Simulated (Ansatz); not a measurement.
`[PH2][GeH2][SH]`, charge 0, multiplicity 1.

(1) Give a relaxed structure at PBE0-D4/def2-TZVP (Ansatz 0.2.0). (Estimate.)

Results:

(1) Ansatz gave: 
Z-matrix (Å, degrees):
```
Ge
S 1 2.228
P 1 2.319 2 114.5
H 1 1.536 2 104.2 3 -119.7
H 1 1.539 2 110.0 3 122.2
H 2 1.343 1 94.4 3 -61.0
H 3 1.421 1 93.1 2 53.0
H 3 1.420 1 93.2 2 -40.5
```
